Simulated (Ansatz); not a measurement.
Basis sets compared for cyclo-(H2SiS)3 (Si₃H₆S₃). Charge 0, multiplicity 1. Geometry PBE-D4/def2-SVP. Ansatz on 2 threads of AMD EPYC 7R13 on a shared host; times are rough, and most runs start from earlier orbitals.

```xyz
12

Si   -1.849    0.394   -0.211
H    -2.188   -0.890    0.486
H    -3.073    1.025   -0.800
S    -0.496    0.002   -1.863
Si    0.800   -1.452   -0.911
H     0.236   -2.843   -0.955
H     2.079   -1.387   -1.694
S     1.092   -1.048    1.199
Si    1.016    1.121    1.160
H     1.779    1.640   -0.022
H     1.629    1.592    2.444
S    -1.024    1.848    1.166
```

B3LYP takes the VWN-RPA correlation.

Binding counts from free atoms (Si triplet, H doublet, S triplet) in the same basis, without a counterpoise term.

```tsv
level	functions	energy (Eh)	HOMO (eV)	LUMO (eV)	binding per atom (eV)	wall time
PBE-D4/def2-SVP	138	-2065.2280	-6.29	-1.44	3.31	2.1 s
B3LYP-D4/6-31G	90	-2066.6479	-7.37	-1.29	2.81	2.4 s
PBE0-D4/def2-SVP	138	-2065.4199	-7.50	-0.60	3.29	3.4 s
```

(1) Estimate the rows for PBE-D4/def2-TZVP, B3LYP-D4/def2-TZVP, PBE0-D4/def2-TZVP.

Answers

(1) 
```
             level  functions  energy (Eh)  HOMO (eV)  LUMO (eV)  binding per atom (eV)  wall time
  PBE-D4/def2-TZVP        258   -2065.9584      -6.35      -1.69                   3.35      4.5 s
B3LYP-D4/def2-TZVP        258   -2067.0458      -7.25      -1.01                   3.31      9.5 s
 PBE0-D4/def2-TZVP        258   -2066.1437      -7.51      -0.83                   3.33      9.5 s
```
